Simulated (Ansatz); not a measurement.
Abridged output of a molecular run in Ansatz:

```
Functional definition: HF
1819 factors; integrals over basis functions are off by at most 1.2e-3 eV
mean field evaluation 1: about -41357.3482 eV, gradient 4.6e1 eV
mean field evaluation 2: about -41357.5794 eV, gradient 4.6e1 eV
mean field evaluation 4: about -41362.5862 eV, gradient 4.3e0 eV
mean field evaluation 8: about -41362.6666 eV, gradient 2.7e-1 eV
mean field evaluation 16: about -41362.6670 eV, gradient 1.8e-6 eV
mean field -41362.66699381 eV, -1520.0499753997 hartree, gradient 1.8e-6 eV, S^2 0.000000; 0 other end points of the search recorded, 0 dependent functions left out
17 core orbitals not correlated: weight in the atoms' cores, before any rotation towards them, 1.000 or more for the frozen orbitals, at most 0.000 for the correlated occupied ones
reference -41362.66699381 eV, -1520.0499753997 hartree; 23, 23 occupied and 260, 260 virtual orbitals, 1819 factors
second order -35.44078756 eV of doubles, -0.00000000 eV of singles
cycle   1  -35.81319289 eV  change   -3.7e-1 eV  update   1.7e-1
cycle   2  -36.59173588 eV  change   -7.8e-1 eV  update   6.9e-2
cycle   3  -36.88055928 eV  change   -2.9e-1 eV  update   3.2e-2
cycle   4  -36.86519909 eV  change    1.5e-2 eV  update   9.9e-3
cycle   5  -36.85658060 eV  change    8.6e-3 eV  update   4.4e-3
cycle   6  -36.85773206 eV  change   -1.2e-3 eV  update   1.6e-3
cycle   7  -36.85783503 eV  change   -1.0e-4 eV  update   8.5e-4
cycle   8  -36.85775613 eV  change    7.9e-5 eV  update   2.9e-4
cycle   9  -36.85789934 eV  change   -1.4e-4 eV  update   1.3e-4
cycle  10  -36.85792675 eV  change   -2.7e-5 eV  update   4.5e-5
perturbative correction -1.71259741 eV, -0.0629367938 hartree
Total energy: -41401.23751796 eV, -1521.4674160185 hartree
```

Its atoms:

```xyz
10

C    -0.168   -1.375   -0.656
N     0.662   -0.263   -0.232
Zr   -0.020    1.360    0.678
Cl   -1.618    2.315   -0.752
Cl    1.822    2.742    1.082
Cl   -1.102    0.637    2.631
H    -0.122   -1.523   -1.740
H    -1.215   -1.184   -0.401
H     0.120   -2.307   -0.159
H     1.642   -0.401   -0.449
```

Question: Which basis set was used?
A. def2-TZVPP
B. def2-QZVPP
C. def2-SVPD
D. def2-SVP

Answer: A. It gives 300 functions.

Question: Write the keys of the input that set method, charge and spin (a neutral closed shell needs none for the last two).

Answer: 
```yaml
correlation: {method: ccsd_t}
```
